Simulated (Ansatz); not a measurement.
Reaction: BNH4 (SMILES BN) → BNH4 (parent SMILES BN, triplet)
Each species at its own B3LYP-D3(BJ)/def2-TZVP minimum (Ansatz, a quantum-chemistry and plane-wave program).

Wanted: adiabatic triplet-singlet gap (electronic), in kJ/mol. Radicals and triplets start from unrestricted determinants; spin-orbit coupling is neglected. CBS(X,Y): correlation extrapolated as X^-3, Hartree-Fock from the larger set. A bracket is a step between two methods taken in the basis named. The functionals are non-relativistic, so their misses hold any scalar relativity. Double hybrids freeze cores in their MP2 part. '+ core + X2C': CCSD(T) terms for core correlation (cc-pwCVTZ) and scalar relativity (cc-pVTZ-DK). The T1 diagnostic of H4BN (parent SMILES BN, triplet) reaches 0.049 in the sets run. The spin of H4BN (parent SMILES BN, triplet) was assumed, and the state is the lowest solution found for it.

CCSD(T)/CBS(cc-pVTZ,cc-pVQZ) + [CCSDT(Q) - CCSD(T)]/cc-pVTZ + core + X2C (Ansatz) gives 436.7 kJ/mol.

Task: How far off this value is PBE/def2-TZVPD (Ansatz), in which direction, and how far these levels: r2SCAN/def2-TZVPD, PBE0/def2-TZVPD, wB97M-V/def2-TZVPD, B2PLYP/def2-TZVPD, CCSD(T)/CBS(cc-pVTZ,cc-pVQZ) + core + X2C?

Result: PBE gives 376.7 kJ/mol, 60.0 kJ/mol below it. Differences of the others: r2SCAN/def2-TZVPD (Ansatz) -62.9; PBE0/def2-TZVPD (Ansatz) -41.3; wB97M-V/def2-TZVPD (Ansatz) -4.6; B2PLYP/def2-TZVPD (Ansatz) -12.6; CCSD(T)/CBS(cc-pVTZ,cc-pVQZ) + core + X2C (Ansatz) 2.2 kJ/mol.
